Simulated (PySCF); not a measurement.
## Computed spin Hamiltonian

C5H8NO (doublet state).
Cartesian coordinates in Å at the GFN2-xTB level; atoms count from 1:
```
atom  x, y, z in Å
C1     1.9987   -0.3114   -0.0191
N2     0.5767   -0.1208    0.0077
C3    -0.0389    1.0535   -0.5546
C4    -1.4810    0.8386   -0.3085
C5    -1.6947   -0.4427    0.3862
C6    -0.2881   -1.0046    0.5534
O7     0.0203   -2.0514    1.0777
H8     2.2124   -1.2633    0.4646
H9     2.3667   -0.3365   -1.0482
H10    2.5072    0.4926    0.5198
H11    0.2052    1.1475   -1.6278
H12    0.3479    1.9680   -0.0705
H13   -2.2477    1.5285   -0.5949
H14   -2.3157   -1.1518   -0.1759
H15   -2.1734   -0.3382    1.3682
```

The hyperfine couplings belong to this conformer and change with its torsions.

The species is `CN1C[CH]CC1=O` [radical].

Theory: UKS B3LYP, pcH-1 on C H N O, non-relativistic, mean-field spin-orbit, GIAO (PySCF). Geometry: GFN2-xTB; no solvent, vibrations or thermal averaging. A GFN2-xTB geometry isn't a minimum of the functional, and hyperfine couplings can be far from their values at a DFT geometry. No stability test was run, so a lower SCF solution isn't excluded.

* g1, g2, g3: 2.00220, 2.00274, 2.00297
* g_iso: 2.00263
* Form of g: rhombic: the two nearest values differ by 29 % of g3 − g1
* ⟨S²⟩: 0.7540 (exact 0.7500)

Isotropic coupling and dipolar principal values T1 to T3, in MHz; ρ(0) is the spin density at the nucleus:

```tsv
atom	isotope	a_iso	T1	T2	T3	Mulliken spin population	ρ(0) (bohr⁻³)
C1	13C	-0.9	-0.4	-0.1	0.4	0.00	-0.0008
N2	14N	0.0	-0.4	-0.2	0.7	0.00	0.0000
C3	13C	-36.0	-2.0	0.1	1.9	-0.08	-0.0320
C4	13C	88.5	-82.2	-81.9	164.1	1.03	0.0787
C5	13C	-35.7	-2.6	0.8	1.8	-0.09	-0.0317
C6	13C	0.5	-1.0	-0.9	1.9	0.00	0.0005
O7	17O	0.3	-0.4	0.1	0.3	0.00	-0.0004
H8	1H	-0.3	-0.8	-0.8	1.6	0.00	-0.0001
H9	1H	0.5	-1.1	-1.0	2.1	0.00	0.0001
H10	1H	0.5	-1.1	-1.0	2.1	0.00	0.0001
H11	1H	110.9	-5.0	-3.8	8.8	0.04	0.0248
H12	1H	110.5	-5.0	-3.8	8.8	0.04	0.0247
H13	1H	-65.1	-39.1	-0.2	39.3	-0.04	-0.0146
H14	1H	125.2	-5.1	-3.7	8.8	0.05	0.0280
H15	1H	124.7	-5.1	-3.7	8.8	0.05	0.0279
```

Largest spin populations (Mulliken): C4 (+1.03), C5 (-0.09) and C3 (-0.08). C4 is the only atom above +0.15. The angles at C4 add up to 360.0°, so it is planar; its axial dipolar tensor and the negative coupling of its proton fit spin in a p orbital normal to that plane.

Axes: g3 points within 6° of the C4–H13 bond.

Under fast tumbling the dipolar parts average out, and these isotropic splittings remain: 2 × 1H (H14/H15, I = 1/2, 3 lines) with 4.46 mT, 2 × 1H (H11/H12, I = 1/2, 3 lines) with 3.95 mT and 1 × 1H (H13, I = 1/2, 2 lines) with 2.32 mT.

Nuclei that the bonding pattern makes equivalent are averaged, as if the motion that swaps them (rotation, inversion, ring flip) were fast.

The 13C coupling of C4 (88.5 MHz) shows only in satellite lines or after enrichment, since that isotope makes up about 1.07 % of natural carbon.

The spin density at the nucleus, in bohr⁻³, is negative for C3 (-0.0320), C5 (-0.0317) and H13 (-0.0146), for instance. A restricted open-shell determinant has no negative spin density anywhere; here it arises because α and β orbitals differ (spin polarisation).

On one thread, Arm Neoverse V2 (aarch64), shared host with 96 logical CPUs at a one-minute load of 95, this took 51 s wall (grids of density and orbitals included) and 0.97 GiB of memory at its peak.
